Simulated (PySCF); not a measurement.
C2H3ClF2Si, SMILES F/C=C(/F)[SiH2]Cl. Heavy atoms are numbered as in [F:1]/[CH:2]=[C:3](/[F:4])[SiH2:5][Cl:6]. Hydrogens are named by the atom that carries them.

Geometry: PBE0-D3(BJ)/def2-SVP. The structure was generated by enumeration; whether it is a known compound was not checked. Other conformers were not sampled.

Method: PySCF with PBE/def2-TZVP.

ESP charges are fitted to the potential on shells at 1.4 to 2.0 van der Waals radii. Atomic charges (e), one atom of each kind:

```tsv
atom	Löwdin	ESP fit	meta-Löwdin
F1	0.22	-0.09	-0.22
C2 (CH)	-0.30	-0.07	0.13
C3	-0.45	0.08	-0.01
F4	0.21	-0.14	-0.24
Si5 (SiH2)	0.00	0.13	0.62
Cl6	0.23	-0.11	-0.28
H on C2	0.13	0.17	0.14
H on Si5	-0.02	0.01	-0.07
```

Computed Mayer and Wiberg (Löwdin basis) orders of the bonds:
| bond | Mayer | Wiberg |
|---|---|---|
| F1–C2 | 1.11 | 1.80 |
| C2–C3 | 1.70 | 2.00 |
| C3–F4 | 1.01 | 1.73 |
| C3–Si5 | 0.98 | 1.10 |
| Si5–Cl6 | 1.19 | 1.85 |
